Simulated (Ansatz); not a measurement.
The lowest singlet and triplet of AsH (SMILES [AsH]); geometries from B3LYP-D3(BJ)/def2-TZVP, each state relaxed from the structure named, with no frequency check, low spin by broken symmetry.
Singlet (charge 0, multiplicity 1):
| atom | x (Å) | y (Å) | z (Å) |
|---|---|---|---|
| As | 0.0000 | 0.0000 | -0.0452 |
| H | 0.0000 | 0.0000 | 1.4900 |
Triplet (charge 0, multiplicity 3):
```tsv
atom	x (Å)	y (Å)	z (Å)
As	0.0000	0.0000	-0.0452
H	0.0000	0.0000	1.4904
```

A positive gap puts the triplet lower; no zero-point energy. R- takes a restricted singlet, here one determinant of a half-filled degenerate or near-degenerate pair, which mixes singlet states. The triplet is unrestricted in single-reference levels. Active spaces average the two states.

Cores are frozen in the correlated methods. Filled d and f shells under p-block atoms count as core.

Codes used: Ansatz (Gaussian orbitals). Each number belongs to the level named beside it.

```json
[
 {"level": "R-SVWN5/def2-TZVPP", "gap E(singlet) − E(triplet), adiabatic (kcal/mol)": "29.34"},
 {"level": "R-r2SCAN/def2-TZVPP", "gap E(singlet) − E(triplet), adiabatic (kcal/mol)": "37.57"},
 {"level": "R-MP2/cc-pVDZ", "gap E(singlet) − E(triplet), adiabatic (kcal/mol)": "37.91"},
 {"level": "R-SCS-MP2/cc-pVDZ", "gap E(singlet) − E(triplet), adiabatic (kcal/mol)": "…"},
 {"level": "R-SCS-MP2/cc-pVQZ", "gap E(singlet) − E(triplet), adiabatic (kcal/mol)": "28.78"},
 {"level": "R-CCSD/cc-pVTZ", "gap E(singlet) − E(triplet), adiabatic (kcal/mol)": "29.02"},
 {"level": "R-CCSD/cc-pVQZ", "gap E(singlet) − E(triplet), adiabatic (kcal/mol)": "…"},
 {"level": "FIC-NEVPT4(SD) on SA-CASSCF(6,5)/cc-pVQZ", "gap E(singlet) − E(triplet), adiabatic (kcal/mol)": "21.18"},
 {"level": "FIC-MRCISD+Q on SA-CASSCF(6,5)/cc-pVQZ", "gap E(singlet) − E(triplet), adiabatic (kcal/mol)": "20.85"}
]
```

Question: Some entries are withheld; supply them.

Answer: 
- R-SCS-MP2/cc-pVDZ, gap E(singlet) − E(triplet), adiabatic (kcal/mol): 35.20
- R-CCSD/cc-pVQZ, gap E(singlet) − E(triplet), adiabatic (kcal/mol): 28.02

Doubts at one or more of the structures used: a restricted determinant that unrestricted orbitals would lower (R-SVWN5/def2-TZVPP, R-r2SCAN/def2-TZVPP, R-MP2/cc-pVDZ, R-SCS-MP2/cc-pVDZ, R-SCS-MP2/cc-pVQZ, R-CCSD/cc-pVTZ, R-CCSD/cc-pVQZ).

Ansatz is an electronic-structure program.
